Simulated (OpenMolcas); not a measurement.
**4f ions of charge +3 along the row**

- Program: OpenMolcas
- Method: MS-CASPT2, IPEA 0.25 Eh, imaginary shift 0.1 Eh
- Basis: ANO-R3
- Scalar Hamiltonian: X2C, finite nucleus
- Spin-orbit coupling: state interaction with AMFI integrals over the reference wave functions, term energies averaged over their components

Active space: the 4f shell; CASPT2 also correlates the outermost closed s and p core shells.

ζ = ±2S·A comes from the whole width of the ground multiplet by E(J) = (A/2) J(J+1), where its levels are at least 85 % pure. Energies in cm-1.

```csv
Ion,Configuration,Lowest level,Weight (%),g,"g, pure LS",Next level,E,E measured,ζ,ζ measured
Nd3+,4f3,4I* 9/2,97,0.733,0.727,4I* 11/2,2030,1897,992,921
Pm3+,4f4,5I4,97,0.605,0.599,5I5,1613,,1101,
Sm3+,4f5,6H* 5/2,96,0.297,0.284,6H* 7/2,1134,,1275,
Eu3+,4f6,7F0,92,,,7F1,433,,1581,
Tb3+,4f8,7F6,96,1.494,1.501,7F5,2130,2052,1680,1615
Dy3+,4f9,6H* 15/2,94,1.326,1.334,6H* 13/2,3590,,1940,
Ho3+,4f10,5I8,93,1.242,1.251,5I7,5200,,2085,
Er3+,4f11,4I* 15/2,97,1.197,1.200,4I* 13/2,6640,6508,,
```

Measured columns use the levels in the list in Arab et al., J. Quant. Spectrosc. Radiat. Transfer 229, 145 (2019) and Gaigalas et al. (2019), from Wyart et al. (2007) (Nd3+); Martin, Zalubas and Hagan, Atomic Energy Levels: The Rare-Earth Elements, NSRDS-NBS 60 (1978) (Tb3+); the list in Tchang-Brillet, Wyart, Meftah and Ait Mammar, Atoms 6, 52 (2018) (Er3+).

The computed ζ goes from 992 (Nd3+) to 2085 cm-1 (Ho3+), a factor of 2.10, rising at every step. It departs from the measured column by +4 to +8 %.

CASPT2 does not keep the components of a term degenerate, so their means are used; among the low terms the widest spread is 1200 cm-1 (4f4 5I, Pm3+). High states are left out of the spin-orbit mixing, which shifts the levels that they would mix with. The CASPT2 spread within a term exceeds the gap to the next term for 4f3 4S* and 4f3 4F*, 4f3 4G* and 4f3 2K*, so the order of their levels is uncertain, and so are names and mixing where such terms share a J (figures for Nd3+; the like holds for Dy3+, Ho3+, Er3+). Blocks of more than 70 roots (2S+1 = 2 odd) ran without multistate coupling (holds for Nd3+; Er3+). Some levels mix across a computed gap that differs much from the measured one, so their mixing is not that of the real levels (holds for Nd3+). Blocks of more than 70 roots (2S+1 = 3 even, 1 even) ran without multistate coupling (holds for Pm3+; Ho3+). Blocks of more than 70 roots (2S+1 = 4 odd, 2 odd) ran without multistate coupling (holds for Sm3+; Dy3+). Blocks of more than 70 roots (2S+1 = 5 even, 3 even) ran without multistate coupling (holds for Eu3+; Tb3+). Terms from blocks run as CI alone lack orbitals of their own (holds for Eu3+). Computed and measured levels are paired by configuration, term and J; levels that our copy of the source lacks, or whose pairing is in doubt (as where it misses far off the trend of its configuration), stay unpaired and out of the deviations. Levels of configurations outside the active space are missing.

* marks odd parity.
